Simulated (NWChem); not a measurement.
# BAsH₄; SMILES B[AsH2]

Program: NWChem. Coordinates come from a PBE0/def2-SVP optimisation.

For level PW91/def2-TZVP:

```
Quantity          Result
----------------  ------
orbital gap (eV)    3.52
```

Question: How do the values read with level TPSS/def2-TZVP instead?

Answer: 
- orbital gap (eV) = 3.77
